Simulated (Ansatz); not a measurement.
Coupled-cluster diagnostics for (F2B-mu-H)2 (B2H2F4), Ansatz.

Geometry of the singlet (PBE0-D4/def2-SVP):

```tsv
atom	x (Å)	y (Å)	z (Å)
B1	0.5310	-0.6594	0.3089
F2	0.5766	-0.9100	1.6133
F3	1.2600	-1.3706	-0.5449
H4	-0.7668	-0.6648	-0.1009
B5	-0.5310	0.6594	-0.3089
F6	-1.2600	1.3706	0.5449
F7	-0.5766	0.9099	-1.6133
H8	0.7668	0.6648	0.1009
```

Correlated methods freeze 6 core orbitals.

Task: Estimate the CCSD(T) correlation energy, the shares of MP2 and (T), T1 and the reference's ⟨S²⟩ for: charge 0, singlet, own geometry in def2-TZVPP; and the rough time on 4 threads of Arm Neoverse V2 on a shared host.

Result: 
| state | basis | correlation (eV) | MP2 share (%) | (T) share (%) | T1 | ⟨S²⟩ (pure) | wall time |
| --- | --- | --- | --- | --- | --- | --- | --- |
| charge 0, singlet, own geometry | def2-TZVPP | -34.432 | 96.1 | 2.9 | 0.013 | 0.00 (0.00) | 3.8 min |
Customary marks for T1 are 0.02 (closed shells), 0.045 (open shells) and about 0.05 (3d metals). T1 stays under 0.02 throughout.
